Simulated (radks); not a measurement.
Results of a calculation; reference values are marked as such.
The rubidium ion Rb13+, 24 electrons, occupied as [Ar] 3d6 (the NIST ground configuration). Code: a radial shooting solver on a logarithmic mesh with Libxc functionals. Model: Dirac Kohn-Sham, relativistic LDA (MacDonald-Vosko exchange, VWN5 correlation), spin-unpolarised, spherical densities, finite nucleus; open shells fill j = l - 1/2 first; Fermi nuclear charge, rms radius 4.2036 fm.

Normalised radial functions P(r) = r R(r) (large component), r in bohr:

```
   r/bohr * 3s1/2, o 3p1/2, + 3d5/2 (the largest magnitude, 1.61, reaches the edge; | marks zero, & curves that meet)
 0.001905                             & *
 0.002666                             &  *
 0.003761                             &   *
 0.005263                             &    *
 0.007364                             +o    *
  0.01031                             +o     *
  0.01442                             + o     *
  0.02034                             +  o     *
  0.02846                             +    o  *
  0.03983                             |+   *  o
  0.05574                            *| +         o
  0.07799                    *        |  +          o
   0.1091              *              |      +      o
    0.154                *            |      o    +
   0.2154                        o    *                  +
   0.3015         o                   |                *      +
   0.4218   o                         |                       +  *
   0.5903        o                    |                  +  *
   0.8327                   o         |         &
    1.165                           o | *+
     1.63                             &
```

3s1/2: eigenvalue -617.76 eV, 2 radial nodes at r = 0.0519, 0.216 bohr, <r> = 0.488 bohr, 90 % of the charge inside 0.718 bohr. 3p1/2: eigenvalue -552.28 eV, 1 radial node at r = 0.190 bohr, <r> = 0.481 bohr, 90 % of the charge inside 0.724 bohr. 3d5/2: eigenvalue -426.95 eV, 0 radial nodes, <r> = 0.462 bohr, 90 % of the charge inside 0.729 bohr.
